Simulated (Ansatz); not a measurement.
**Molecular dynamics of H₁₇ClO₈**

input.yaml

```yaml
accuracy: low
crystal:
  lattice:
    - [6.626705, 0.0, 0.0]
    - [0.0, 6.626705, 0.0]
    - [0.0, 0.0, 6.626705]
  atoms:
    - { symbol: O, position: [0.2948143, 1.05287122, 0.18801149] }
    - { symbol: H, position: [0.26853054, 1.13014542, 0.30977188] }
    - { symbol: H, position: [0.17012539, 1.0714411, 0.10323363] }
    - { symbol: O, position: [0.95795008, 0.52451459, 0.28687107] }
    - { symbol: H, position: [0.89910336, 0.42662988, 0.19870272] }
    - { symbol: H, position: [0.83815535, 0.58768697, 0.35302245] }
    - { symbol: O, position: [0.29979409, 0.9052212, 0.65932689] }
    - { symbol: H, position: [0.1950404, 0.82544174, 0.72710624] }
    - { symbol: H, position: [0.22863388, 1.00533857, 0.58091756] }
    - { symbol: O, position: [0.61664312, 0.79116921, 0.41533006] }
    - { symbol: H, position: [0.47485025, 0.83144479, 0.45329504] }
    - { symbol: H, position: [0.62672679, 0.81787145, 0.27459059] }
    - { symbol: O, position: [0.95862911, 0.20007596, 0.99878343] }
    - { symbol: H, position: [0.97267127, 0.31446485, 0.90132892] }
    - { symbol: H, position: [0.86300212, 0.11242433, 0.91325656] }
    - { symbol: O, position: [0.19044085, 0.27940748, 0.51010228] }
    - { symbol: H, position: [0.27451764, 0.35556235, 0.61107957] }
    - { symbol: H, position: [0.10476809, 0.38105763, 0.43033446] }
    - { symbol: O, position: [0.70185043, -0.03439114, 0.81362826] }
    - { symbol: H, position: [0.71465141, -0.04890989, 0.66535116] }
    - { symbol: H, position: [0.55316944, -0.05452228, 0.81937896] }
    - { symbol: O, position: [1.00269315, 0.69494569, 0.8632555] }
    - { symbol: H, position: [1.05636553, 0.68844746, 1.00255168] }
    - { symbol: H, position: [0.8811491, 0.7828888, 0.86996556] }
    - { symbol: Cl, position: [0.46967815, 0.40729359, 0.00375742] }
    - { symbol: H, position: [0.38711995, 0.24924997, 0.11789144] }
basis:
  ecutwfc: 420.0
kpoints:
  mp_grid: { grid: [1, 1, 1] }
hamiltonian:
  xc: pbe
  dispersion: d3bj
scf:
  occupations: { method: fermi_dirac, width: 0.05 }
  lower_state_search: "off"
md:
  timestep: 0.75
  n_steps: 400
  ensemble: nvt_nose_hoover
  temperature: 250.0
  initial_velocities: maxwell_boltzmann
  seed: 923013
  nose_hoover: { tau: 100.0, chain_length: 3 }
```

Launched with:

```bash
$ ansatz run input.yaml --threads 1 --pin off --max-ram 3072MiB --backend cpu --events-out ev --progress --plain --runs-dir out
```

It goes on from the last frame of an earlier run, with new velocities.

Output, in part (step lines):

```
md step     0: t =     0.00 fs  T =   250.0 K  F+E_penalty+E_count = -5893.97453532 eV  E_kin = 0.807875 eV  conserved = -5893.16666033 eV  (8 SCF iters)
md step     1: t =     0.75 fs  T =   268.2 K  F+E_penalty+E_count = -5894.03735069 eV  E_kin = 0.866815 eV  conserved = -5893.17053526 eV  (8 SCF iters)
md step     2: t =     1.50 fs  T =   273.0 K  F+E_penalty+E_count = -5894.05468375 eV  E_kin = 0.882095 eV  conserved = -5893.17258060 eV  (8 SCF iters)
md step     3: t =     2.25 fs  T =   256.1 K  F+E_penalty+E_count = -5893.99806192 eV  E_kin = 0.827677 eV  conserved = -5893.17036134 eV  (8 SCF iters)
md step     4: t =     3.00 fs  T =   228.2 K  F+E_penalty+E_count = -5893.90284228 eV  E_kin = 0.737474 eV  conserved = -5893.16532974 eV  (7 SCF iters)
md step     5: t =     3.75 fs  T =   210.5 K  F+E_penalty+E_count = -5893.84330373 eV  E_kin = 0.680345 eV  conserved = -5893.16291205 eV  (6 SCF iters)
md step     6: t =     4.50 fs  T =   213.2 K  F+E_penalty+E_count = -5893.85467486 eV  E_kin = 0.688889 eV  conserved = -5893.16574349 eV  (5 SCF iters)
md step     7: t =     5.25 fs  T =   224.8 K  F+E_penalty+E_count = -5893.89637328 eV  E_kin = 0.726427 eV  conserved = -5893.16991967 eV  (5 SCF iters)
[... lines left out ...]
md step   400: t =   300.00 fs  T =   303.9 K  F+E_penalty+E_count = -5893.73525929 eV  E_kin = 0.981998 eV  conserved = -5893.16678116 eV  (8 SCF iters)
```

The steps, from the saved trajectory:

```csv
time (fs),T (K),potential energy less start (eV),conserved less start (meV/atom)
0.0,250,0.000,0.00
9.8,246,0.012,-0.08
19.5,279,-0.093,-0.07
29.2,243,0.024,0.01
39.0,159,0.297,0.10
48.8,148,0.334,0.12
58.5,196,0.182,0.03
68.2,237,0.055,-0.05
78.0,221,0.116,-0.06
87.8,237,0.078,-0.02
97.5,249,0.056,0.03
107.2,272,-0.004,0.00
117.0,260,0.057,0.08
126.8,223,0.190,-0.01
136.5,236,0.171,0.05
146.2,258,0.129,0.12
156.0,238,0.220,0.08
165.8,243,0.230,-0.02
175.5,281,0.140,-0.10
185.2,343,-0.024,-0.12
195.0,349,0.006,-0.08
204.8,318,0.147,-0.01
214.5,340,0.113,0.11
224.2,313,0.236,0.21
234.0,305,0.288,0.30
243.8,320,0.256,0.29
253.5,313,0.289,0.20
263.2,347,0.180,0.11
273.0,423,-0.073,0.07
282.8,346,0.155,0.09
292.5,296,0.291,0.09
```

The run went to its last step. The conserved energy stayed within 0.3 meV per atom of its start (net change -0.0047 meV per atom), so the integration is sound. The mean temperature of the second half is 27 % above the set value. A run of 0.3 ps of so small a system gives no equilibrium averages. Limits of this set-up: coarse k mesh, low accuracy level.

Mean squared displacements from the first frame to the last, about the centre of mass: O 1.15 Å², H 1.54 Å², Cl 0.06 Å².

Last frame:

```xyz
26
Lattice="6.6267 0.0000 0.0000 0.0000 6.6267 0.0000 0.0000 0.0000 6.6267" Properties=species:S:1:pos:R:3
O 1.641 8.023 1.643
H 1.363 8.560 2.510
H 0.771 7.679 1.248
O 5.704 3.544 1.888
H 4.976 3.385 1.146
H 5.236 4.290 2.323
O 2.628 6.066 5.768
H 2.023 5.291 5.916
H 2.025 6.830 5.616
O 3.944 5.678 1.733
H 3.876 5.949 0.786
H 3.211 6.096 2.148
O 6.049 0.585 6.890
H 5.269 0.940 7.365
H 5.845 0.908 5.953
O 0.845 2.419 3.546
H 1.141 2.973 4.358
H 0.155 2.945 3.080
O 5.083 -1.134 4.490
H 4.837 -0.861 3.569
H 4.200 -1.072 4.971
O 7.247 3.996 5.758
H 7.266 3.720 6.691
H 6.426 4.520 5.585
Cl 3.240 2.694 -0.194
H 2.211 1.960 0.956
```

Time of the run: 8.5 min on 1 thread of Arm Neoverse V2, on a shared host, peak memory 0.42 GiB.
